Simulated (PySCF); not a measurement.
Species: C6H12Ge.
Z-matrix (Å and degrees, PBE0-D3(BJ)/def2-SVP geometry), rows numbered from 1:
```
C 
C   1  1.3392
C   2  1.4992  1  121.74
C   2  1.4932  1  123.43  3   179.69
C   4  1.5028  2  121.89  1    32.04
C   5  1.4976  4   60.77  2  -109.70
Ge  6  1.9396  4  120.18  5   110.93
H   1  1.0940  2  122.12  3  -179.92
H   1  1.0927  2  121.08  3    -0.02
H   3  1.0984  2  111.94  1    -0.86
H   3  1.1033  2  110.71  1   120.14
H   3  1.1031  2  110.78  1  -121.89
H   4  1.0957  2  113.52  1   176.88
H   5  1.0938  4  116.73  6   108.69
H   5  1.0946  4  117.83  6  -109.43
H   6  1.0955  4  113.72  5  -106.86
H   7  1.5408  6  110.86  4    82.05
H   7  1.5411  6  111.19  4  -156.79
H   7  1.5427  6  107.90  4   -37.31
```

The calculation used PySCF, TDDFT wB97X-D/def2-SVPD, vertical, gas phase, core orbitals frozen in the response. Relativistic effects, spin–orbit coupling among them, are left out although an element past zinc is present.

Computed states:

```
state  E (eV)       f
   S1    6.44   0.321
   S2    6.82   0.022
   S3    7.35  0.0064
   S4    7.49  0.0023
   S5    7.75   0.019
   S6    7.78   0.010
   S7    7.80   0.102
   S8    8.18   0.016
   S9    8.23  0.0081
  S10    8.26   0.036
```

Broadening: Gaussians 0.3 eV wide at half height, area fixed by f = 4.319×10⁻⁹ ∫ε dν̃. The width is an assumption, not a result. The curve ends short of the highest state used, and states not computed would add to its high-energy end.

(1) Give the broadened spectrum and its maxima.

(2) On this curve, what absorbance would a 10⁻³ mol/L sample give at 193 nm over a 1 cm path?

Results:

(1) 
| E (eV) | ε (L mol⁻¹ cm⁻¹) |
| --- | --- |
| 5.99 | 57 |
| 6.02 | 127 |
| 6.05 | 268 |
| 6.08 | 536 |
| 6.11 | 1014 |
| 6.14 | 1814 |
| 6.17 | 3070 |
| 6.20 | 4916 |
| 6.23 | 7447 |
| 6.26 | 10673 |
| 6.29 | 14471 |
| 6.32 | 18563 |
| 6.36 | 23735 |
| 6.39 | 26753 |
| 6.42 | 28532 |
| 6.45 | 28794 |
| 6.48 | 27505 |
| 6.51 | 24880 |
| 6.54 | 21334 |
| 6.57 | 17376 |
| 6.60 | 13496 |
| 6.63 | 10075 |
| 6.66 | 7330 |
| 6.69 | 5321 |
| 6.72 | 3977 |
| 6.75 | 3152 |
| 6.78 | 2674 |
| 6.81 | 2386 |
| 6.84 | 2169 |
| 6.87 | 1951 |
| 6.90 | 1702 |
| 6.93 | 1423 |
| 6.96 | 1135 |
| 6.99 | 863 |
| 7.02 | 629 |
| 7.06 | 400 |
| 7.09 | 296 |
| 7.12 | 246 |
| 7.15 | 244 |
| 7.18 | 282 |
| 7.21 | 347 |
| 7.24 | 431 |
| 7.27 | 521 |
| 7.30 | 606 |
| 7.33 | 679 |
| 7.36 | 737 |
| 7.39 | 787 |
| 7.42 | 848 |
| 7.45 | 951 |
| 7.48 | 1144 |
| 7.51 | 1485 |
| 7.54 | 2035 |
| 7.57 | 2846 |
| 7.60 | 3943 |
| 7.63 | 5304 |
| 7.66 | 6850 |

Maxima: 193 nm (6.44 eV), ε about 29000, made up of S1 (100%) (ε in L mol⁻¹ cm⁻¹; maxima over ε = 5, shares over 10%). At its high-energy end, 7.66 eV, the curve is still rising (ε about 6800, from S5 and S7).

(2) 193 nm is 6.424 eV, where ε is about 29000 L mol⁻¹ cm⁻¹, so A = ε c l ≈ 29 (Beer–Lambert, with the gas-phase spectrum and the assumed width).

All these states lie below the vertical ionisation energy of 8.58 eV (ΔSCF).

Hardware: Arm Neoverse V1, one thread, on a shared host. Cost: 2.7 min of wall time, 1.4 GiB resident at most.

One conformer stands for the species.
